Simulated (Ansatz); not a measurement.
Cartesian coordinates in Å:
```
N -0.250 -0.232 0.232
Cu 1.033 1.051 0.466
H 0.174 -0.982 -0.312
H -0.957 0.163 -0.386
```

The species carries charge 0 and has multiplicity 1.

(1) List the r2SCAN/def2-TZVPP orbital energies in eV (the Gaussian-basis code of Ansatz). (Best estimate.)

## Answers

(1) Ansatz gave: Occupied: -8775.33, -1051.66, -920.47, -920.43, -920.41, -384.36, -115.79, -74.56, -74.32, -74.27, -20.81, -11.05, -8.87, -6.89, -6.09, -6.00, -6.00, -5.58, -5.06. Lowest empty: -2.84, 0.65, 0.90, 1.63, 2.98, 3.64, 4.47, 5.06.
